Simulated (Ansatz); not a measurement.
Reactions of FGaH2S, SMILES `[F][GaH][SH]`.

Gas-phase electronic energies from Ansatz, PBE0-D4/def2-TZVP geometries. CCSD(T)/CBS is the MP2 limit (def2-TZVPP, def2-QZVPP) plus CCSD(T) − MP2 in def2-TZVPP, frozen cores. This one scheme is used for every species. No spin–orbit coupling; open shells (•) take unrestricted orbitals. def2 core potentials past Kr. For Ga, I outer-core shells are correlated without core-valence functions, which leaves a few kJ/mol of doubt a bond. Scalar relativity is left out up to krypton. One conformer a species, not always the lowest.

(1) Order these by ΔE at CCSD(T)/CBS, lowest first. (An estimate is asked.)
A. `[F][GaH][SH]` + H₂O → `[OH][GaH][SH]` + H–F
B. `[F][GaH][SH]` + H₂ → `[SH][GaH2]` + H–F
C. `[F][GaH][SH]` → `[F][GaH]`• + `[SH]`•
D. `[F][GaH][SH]` + HI → `[F][GaH][I]` + H₂S

Largest T1 diagnostic: 0.017, for `[F][GaH]`•.

Results:

(1) D (-37.1 kJ/mol), A (+26.9 kJ/mol), B (+68.7 kJ/mol), C (+382.6 kJ/mol).
